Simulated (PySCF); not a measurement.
Level sweep

Species: C2H7NOSi.
InChI=1S/C2H7NOSi/c1-4-2-3-5/h2H,1,5H3/b3-2-

PySCF, dipoles from the SCF density, polarisabilities from static response with core orbitals frozen. Geometry: PBE0-D3(BJ)/def2-SVP, one conformer, isolated molecule.

How do dipole and polarisability depend on functional and basis here?

```tsv
level	μ (D)	α (au)	anisotropy (au)
LDA/def2-SVPD	1.580	70.82	29.51
PBE/def2-SVPD	1.597	69.43	29.14
B3LYP/def2-SVPD	1.588	66.76	26.77
PBE0/def2-SVPD	1.589	66.24	26.54
BHandHLYP/def2-SVPD	1.580	63.73	24.49
CAM-B3LYP/def2-SVPD	1.593	65.59	25.63
wB97X-D/def2-SVPD	1.632	65.56	25.42
LC-wPBE/def2-SVPD	1.626	64.18	24.92
HF/def2-SVPD	1.639	60.59	21.99
PBE0/6-31G*	1.690	53.00	26.02
PBE0/6-31+G*	1.683	60.26	26.03
PBE0/def2-SVP	1.668	56.34	25.23
PBE0/aug-cc-pVDZ	1.566	67.66	26.69
PBE0/def2-TZVP	1.636	63.09	26.19
PBE0/def2-TZVPD	1.614	67.16	26.47
```

The anisotropy is √(½[(α1 − α2)² + (α2 − α3)² + (α3 − α1)²]). The dipole runs from 1.57 D (PBE0/aug-cc-pVDZ) to 1.69 D (PBE0/6-31G*). No reference polarisability is at hand; against PBE0 in the largest diffuse basis at hand (def2-TZVPD) the other PBE0 rows deviate by 6-31G* -21%, 6-31+G* -10%, def2-SVP -16%, def2-SVPD -1%, aug-cc-pVDZ +1%, def2-TZVP -6%. In one basis (def2-SVPD) the functionals order the polarisability from HF (lowest) to LDA (highest), a spread of 17%. With PBE0 the polarisability is 57.48 au without diffuse functions (mean of 6-31G*, def2-SVP and def2-TZVP) and 65.33 au with them (mean of 6-31+G*, def2-SVPD, aug-cc-pVDZ and def2-TZVPD).
